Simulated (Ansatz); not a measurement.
Ideal-gas functions of C2H4O2Se, SMILES `O=C[Se]CO` at 298.15 K and 1 bar, from an Ansatz frequency run at PBE0-D4/def2-TZVP.

Molar mass 139.01 g/mol, point group C1 (symmetry number 1), electronic degeneracy 1, moments of inertia 131.153, 172.567, 279.953 u Å². Harmonic wavenumbers (cm⁻¹, unscaled): 64, 185, 185, 300, 369, 410, 594, 665, 873, 910, 1107, 1191, 1294, 1353, 1394, 1469, 1802, 2963, 3064, 3160, 3857.

Use S(trans) = R[1.5 ln M + 2.5 ln T − 1.1517]; rotational temperatures θ = 24.2544 K / I; S(rot) = R[ln(√π/σ · √(T³/θAθBθC)) + 1.5]; for each mode x = 1.438777 ν̃/T, S = R[x/(eˣ − 1) − ln(1 − e⁻ˣ)] and H = RT x/(eˣ − 1); 1 cm⁻¹ = 0.0119627 kJ/mol; R = 8.31446 J/(mol·K).

Problem. By hand: the entropy, in J/(mol·K).

Solution. Translation 170.4. Rotation: θ = 0.1849, 0.1406, 0.0866 K, giving 113.6. Vibration, mode by mode: 18.12, 9.53, 9.53, 5.93, 4.54, 3.88, 1.93, 1.47, 0.65, 0.56, 0.25, 0.18, 0.12, 0.09, 0.08, 0.06, 0.01, 0.00, 0.00, 0.00, 0.00, in all 56.9. Electronic 0.0. Sum 340.9 J/(mol·K).

Problem. By hand: H − E and G − E in kJ/mol, counted from the electronic energy.

Solution. Zero-point energy ½ × 27209 × 0.0119627 = 162.7; thermal vibration 9.2; translation, rotation and pV give 4 RT = 9.9. H − E = 181.8 kJ/mol, and G − E = 181.8 − 298.15 × 340.9/1000 = 80.2 kJ/mol.

Vibration gives 17 % of the entropy, 18.1 J/(mol·K) of it from the mode under 150 cm⁻¹: soft modes count most, and the harmonic formula is weakest for them. The sum counts one conformer and one mirror image; others add a mixing term.
